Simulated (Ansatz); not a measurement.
Pulling the pair apart

The pair of HF (SMILES F, atoms 1–2) and BF3 (SMILES FB(F)F, atoms 3–6), both closed shells, in one local arrangement (a lower one may exist), relaxed at PBE0-D4/def2-TZVP:

| atom | x (Å) | y (Å) | z (Å) |
| --- | --- | --- | --- |
| F1 | -0.0638 | -0.4031 | -1.5688 |
| H2 | 0.1394 | 0.4045 | -1.9670 |
| F3 | 0.2871 | 1.2432 | 0.5887 |
| B4 | -0.0211 | -0.0122 | 0.8535 |
| F5 | 0.9353 | -0.8828 | 1.0704 |
| F6 | -1.2770 | -0.3495 | 1.0233 |

BF3 is shifted rigidly along the line between the mean atom positions of the two fragments (negative: closer). Counterpoise interaction energies in kcal/mol. Program: Ansatz 0.2.0. Basis: def2-TZVPPD. Cores are frozen in the correlated methods. B3LYP uses VWN-RPA correlation.

| shift (Å) | B3LYP-D4 | wB97M-V | MP2 |
| --- | --- | --- | --- |
| -0.25 | -2.16 | -3.31 | -1.79 |
| -0.12 | -3.04 | -3.90 | -2.67 |
| 0.00 | -3.40 | -4.03 | -3.05 |
| 0.12 | -3.44 | -3.89 | -3.12 |
| 0.29 | -3.20 | -3.47 | -2.93 |
| 0.61 | -2.45 | -2.56 | -2.28 |
| 1.23 | -1.28 | -1.31 | -1.21 |
| 2.45 | -0.41 | -0.40 | -0.38 |

Question: What does CCSD(T) give at these shifts? (An estimate is asked for; the value comes from the calculation.)

Answer: Computed: -2.18, -3.00, -3.33, -3.35, -3.11, -2.39, -1.25, -0.39 kcal/mol. For zero shift, CCSD(T) at an estimated basis limit (MP2 extrapolated from triple and quadruple zeta, plus CCSD(T) − MP2 in triple zeta) gives -3.79 kcal/mol. These are counterpoise interaction energies, counted from the two frozen fragments.

The T1 diagnostic stays at or below 0.013.

For scale, one of the runs: CCSD(T)/def2-TZVPPD, 214 basis functions, launched by `ansatz run in.yaml --threads 4 --pin off --events-out ev --progress --plain --max-ram 9574MiB`. Hardware: 4 CPU threads of an Intel Xeon Platinum 8259CL, shared host. Wall time 64 s; peak host memory 3.5 GiB.
